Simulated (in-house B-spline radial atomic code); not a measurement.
## Ionising Ir8+ with different functionals

Computed with an all-electron radial atomic-structure program (B-spline basis): four-component Dirac-Coulomb Hamiltonian, Fermi nucleus of rms radius 5.4032 fm, spin-restricted, spherical fractional occupations for the functionals, and exact exchange of hybrids averaged over the configuration. The ionisation energy is the difference of two self-consistent energies, [Xe] 4f14 5d1 → [Xe] 4f14, without Breit or QED terms; ε is the level of the shell that loses the electron (mean over j). The electron is taken from both j subshells in proportion to 2j + 1, so the result is a j average, not the step between ground levels.

```csv
method,rung,ΔSCF (eV),-ε(5d) (eV)
PBE0,global hybrid,?,?
HSE06,range-separated hybrid,121.45,114.72
LC-wPBE,range-separated hybrid,?,?
wB97X,range-separated hybrid,120.99,117.40
```

Question: What does LC-wPBE give?

Answer: ΔSCF 121.43 eV, and -ε(5d) = 118.01 eV.

Question: What does PBE0 give?

Answer: ΔSCF 121.52 eV, and -ε(5d) = 115.20 eV.

Question: Among the functionals, which spreads more, the ΔSCF values or the orbital energies?

Answer: The orbital energies: ΔSCF values span about 0.52 eV and the orbital energies 3.29 eV; here energy differences depend much less on the functional than eigenvalues do.

Question: How do they compare with the NIST value?

Answer: NIST lists 122.7 eV ± 0.9 (semi-empirical, ground level to ground level). Errors run from -1.71 to -1.18 eV; all lie within about twice that uncertainty, so the table can't rank the methods.
